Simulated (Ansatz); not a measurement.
Nudged elastic band run: AlH9N2OSi

Input:

```yaml
crystal:
  periodic: [false, false, false]
  atoms:
    - { symbol: Al, position_ang: [-0.125129, 0.41589, 0.16073] }
    - { symbol: O, position_ang: [-0.613164, 0.029688, 1.793672] }
    - { symbol: Si, position_ang: [-1.241616, -0.82883, 3.03749] }
    - { symbol: H, position_ang: [-2.368152, -1.715952, 2.606401] }
    - { symbol: H, position_ang: [-0.207885, -1.694107, 3.690692] }
    - { symbol: H, position_ang: [-1.774869, 0.093481, 4.092139] }
    - { symbol: "N", position_ang: [1.555504, -0.045206, -0.325319] }
    - { symbol: H, position_ang: [1.751043, -0.438014, -1.242849] }
    - { symbol: H, position_ang: [2.245344, -0.407609, 0.328851] }
    - { symbol: H, position_ang: [-1.233213, 0.392722, -0.985926] }
    - { symbol: "N", position_ang: [0.096469, 2.445094, 0.507309] }
    - { symbol: H, position_ang: [1.062066, 2.689836, 0.272173] }
    - { symbol: H, position_ang: [-0.527054, 3.036225, -0.046842] }
    - { symbol: H, position_ang: [-0.060343, 2.652986, 1.49668] }
basis:
  gaussian: { orbitals: def2-SVP }
hamiltonian:
  xc: b3lyp
neb:
  order_check: false
  images: 5
  f_tol: 0.03
  max_iterations: 60
  initial_path: linear
  final_atoms:
    - { symbol: Al, position_ang: [-0.15089869, 0.44107676, 0.16938441] }
    - { symbol: O, position_ang: [-0.61911244, 0.06358461, 1.81100982] }
    - { symbol: Si, position_ang: [-1.23663519, -0.82951538, 3.03749628] }
    - { symbol: H, position_ang: [-2.11697432, -1.93916499, 2.55198186] }
    - { symbol: H, position_ang: [-0.15005327, -1.44458962, 3.86516443] }
    - { symbol: H, position_ang: [-2.05554395, 0.02868761, 3.95268977] }
    - { symbol: "N", position_ang: [1.49713484, -0.08472726, -0.35913374] }
    - { symbol: H, position_ang: [1.65587921, -0.47255293, -1.28573979] }
    - { symbol: H, position_ang: [2.19324866, -0.47310639, 0.27270896] }
    - { symbol: H, position_ang: [-1.28191738, 0.4708981, -0.95448506] }
    - { symbol: "N", position_ang: [0.15030153, 2.45779123, 0.52898328] }
    - { symbol: H, position_ang: [1.12126365, 2.67182461, 0.28646042] }
    - { symbol: H, position_ang: [-0.4579118, 3.07546399, -0.01308204] }
    - { symbol: H, position_ang: [0.01022015, 2.66053367, 1.52176239] }
```

Run as:

```bash
$ ansatz run input.yaml --threads 4 --pin off --max-ram 5120MiB --backend cpu --events-out ev --progress --plain --runs-dir out
```

Output, in part (warnings, iteration lines, the closing report on the highest movable image, with atoms numbered from 0):

```
NEB end point (image 0): max|allowed force component| = 2.538e-2 eV/Å (the criterion of neb.relax_end_points is 1.000e-2)
NEB end point (image 6): max|allowed force component| = 9.951e-3 eV/Å (the criterion of neb.relax_end_points is 1.000e-2)
NEB iter   1: max|band force component| = 1.163e-1 eV/Å  barrier→ = 0.0026 eV  barrier← = 0.0015 eV  CI = image 3  Δτ_max = 0.0090 Å  (175 SCF iters)
NEB iter   2: max|band force component| = 3.992e-2 eV/Å  barrier→ = 0.0009 eV  barrier← = -0.0002 eV  CI = image 5  Δτ_max = 0.0055 Å  (108 SCF iters)
NEB iter   3: max|band force component| = 7.075e-3 eV/Å  barrier→ = 0.0009 eV  barrier← = -0.0002 eV  CI = image 5  Δτ_max = 0.0000 Å  (229 SCF iters)
Total energy: -19645.47290511 eV, -721.9578130829 hartree
Atom 0 at    -0.177469     0.454828     0.169481 Å, force     0.002505    -0.000283    -0.000512 eV/Å
Atom 1 at    -0.624162     0.083681     1.818346 Å, force    -0.006635    -0.001629     0.001671 eV/Å
Atom 2 at    -1.262958    -0.779824     3.054869 Å, force     0.001704     0.001033    -0.000334 eV/Å
Atom 3 at    -2.267092    -1.788780     2.590285 Å, force     0.000644     0.000993     0.000729 eV/Å
Atom 4 at    -0.201394    -1.515775     3.813434 Å, force    -0.000592    -0.000244    -0.002052 eV/Å
Atom 5 at    -1.951691     0.126943     4.028635 Å, force     0.001894    -0.000214     0.000214 eV/Å
Atom 6 at     1.419916    -0.164023    -0.411147 Å, force     0.000808    -0.000303     0.000117 eV/Å
Atom 7 at     1.528118    -0.549906    -1.345770 Å, force    -0.000560    -0.000140    -0.000044 eV/Å
Atom 8 at     2.106322    -0.604278     0.196874 Å, force     0.000186     0.000252     0.000237 eV/Å
Atom 9 at    -1.334166     0.571433    -0.922240 Å, force     0.000577     0.000432    -0.000010 eV/Å
Atom 10 at     0.258266     2.443926     0.544620 Å, force     0.000989    -0.000688     0.001218 eV/Å
Atom 11 at     1.234177     2.601278     0.279861 Å, force    -0.000631     0.000759     0.000165 eV/Å
Atom 12 at    -0.324071     3.104282     0.024959 Å, force     0.000200    -0.000206    -0.001028 eV/Å
Atom 13 at     0.155205     2.642419     1.542993 Å, force    -0.001089     0.000239    -0.000372 eV/Å
Dipole moment:     0.458878     0.911253    -0.071993 e Å
```

The run converged. The highest image is an end point: on this band no image between the ends rises above it.

Final band:

```tsv
image	path coordinate (Å)	energy (kJ/mol)
0	0.00	0.0
1	0.10	0.0
2	0.21	0.0
3	0.31	0.0
4	0.42	0.1
5	0.52	0.1
6	0.62	0.1
```

Time of the run: 38 s on 4 threads of Arm Neoverse V2, on a shared host, peak memory 0.3 GiB.
